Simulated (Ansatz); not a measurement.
C₄H₁₂Ge (SMILES CC(C)[CH2][GeH3]), singlet, geometry from GFN2-xTB. Base run: B3LYP/def2-SV(P) run with Ansatz (a first-principles code).

The Ansatz input:
Ansatz 0.2 input:
```yaml
crystal:
  periodic: [false, false, false]
  atoms:
    - {symbol: Ge, position_ang: [1.19204730, 0.56714476, -0.05754356]}
    - {symbol: C, position_ang: [-0.14291499, -0.40813352, 1.02478555]}
    - {symbol: C, position_ang: [-1.47181421, -0.75171789, 0.35417463]}
    - {symbol: C, position_ang: [-1.27787032, -1.78595875, -0.74868490]}
    - {symbol: C, position_ang: [-2.14060935, 0.49817568, -0.20427519]}
    - {symbol: H, position_ang: [2.47695911, 0.63797260, 0.70755841]}
    - {symbol: H, position_ang: [1.51822983, -0.07475567, -1.36893037]}
    - {symbol: H, position_ang: [0.79742154, 1.98087734, -0.34754028]}
    - {symbol: H, position_ang: [-0.33651492, 0.20244411, 1.91116398]}
    - {symbol: H, position_ang: [0.32633876, -1.32831449, 1.38212088]}
    - {symbol: H, position_ang: [-2.13107858, -1.18576940, 1.11818937]}
    - {symbol: H, position_ang: [-0.64106043, -1.38068517, -1.53369694]}
    - {symbol: H, position_ang: [-2.23428227, -2.05938865, -1.18936037]}
    - {symbol: H, position_ang: [-0.81099573, -2.68634650, -0.35444740]}
    - {symbol: H, position_ang: [-1.53940228, 0.90778741, -1.01628749]}
    - {symbol: H, position_ang: [-2.24171535, 1.25754145, 0.56886375]}
    - {symbol: H, position_ang: [-3.13015973, 0.26581165, -0.59224003]}
basis:
  gaussian:
    orbitals: def2-SV_P_.json
hamiltonian:
  xc: b3lyp
```
The basis file holds def2-SV(P) in the JSON format of the Basis Set Exchange.

The base run was repeated with changes; each row names its change, and settings that it needs were set with it.

```tsv
change	basis functions	E (Eh)
base	112	-2236.28840
basis = cc-pVDZ-DK; relativity = spin-free X2C; nucleus = Gaussian	143	-2258.45669
basis = x2c-SVPall; relativity = none	148	-2227.83421
basis = ANO-RCC-VDZP; relativity = spin-free X2C; nucleus = Gaussian	143	-2258.60752
basis = x2c-SVPall; relativity = spin-free X2C; nucleus = Gaussian	148	-2258.06895
basis = cc-pVDZ-DK; relativity = none	143	-2224.82038
basis = x2c-SVPall; relativity = spin-free X2C	148	-2258.07929
basis = cc-pVDZ-DK; relativity = spin-free X2C	143	-2258.46831
basis = ANO-RCC-VDZP; relativity = none	143	-2223.56119
basis = ANO-RCC-VDZP; relativity = spin-free X2C	143	-2258.62088
```

Absolute energies of different levels of theory aren't comparable as measures of quality.

Ansatz warned in this series: the basis is contracted for relativity, which the run leaves out.

Basis sets contracted for a relativistic Hamiltonian are a mismatch without it, so the rows without relativity aren't non-relativistic limits. No row has spin-orbit coupling; sets with core potentials leave out the core electrons.
